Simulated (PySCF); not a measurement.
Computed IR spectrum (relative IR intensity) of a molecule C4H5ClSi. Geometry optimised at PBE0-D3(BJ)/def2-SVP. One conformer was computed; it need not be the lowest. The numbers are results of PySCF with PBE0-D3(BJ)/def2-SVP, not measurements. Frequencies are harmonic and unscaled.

Lines under 2 % of the strongest are left out, and lines within 2 cm⁻¹ are merged.

```json
[
 {"ν (cm⁻¹)": "239", "relative intensity": "3.0"},
 {"ν (cm⁻¹)": "380", "relative intensity": "7.8"},
 {"ν (cm⁻¹)": "577", "relative intensity": "6.5"},
 {"ν (cm⁻¹)": "626", "relative intensity": "31"},
 {"ν (cm⁻¹)": "646", "relative intensity": "22"},
 {"ν (cm⁻¹)": "744", "relative intensity": "8.9"},
 {"ν (cm⁻¹)": "749", "relative intensity": "4.7"},
 {"ν (cm⁻¹)": "755", "relative intensity": "11"},
 {"ν (cm⁻¹)": "790", "relative intensity": "25"},
 {"ν (cm⁻¹)": "847", "relative intensity": "100"},
 {"ν (cm⁻¹)": "941", "relative intensity": "14"},
 {"ν (cm⁻¹)": "944", "relative intensity": "39"},
 {"ν (cm⁻¹)": "1109", "relative intensity": "9.7"},
 {"ν (cm⁻¹)": "1383", "relative intensity": "6.2"},
 {"ν (cm⁻¹)": "1690", "relative intensity": "5.0"},
 {"ν (cm⁻¹)": "2168", "relative intensity": "17"},
 {"ν (cm⁻¹)": "2255", "relative intensity": "63"},
 {"ν (cm⁻¹)": "3473", "relative intensity": "24"}
]
```

Q: Which molecule gave these data?
(A) C#C/C(Cl)=C\[SiH3]
(B) C#C/C=C\[SiH2]Cl
(C) [SiH3]C#C/C=C\Cl
(D) C#C[SiH2]C(=C)Cl

A: D, C#C[SiH2]C(=C)Cl
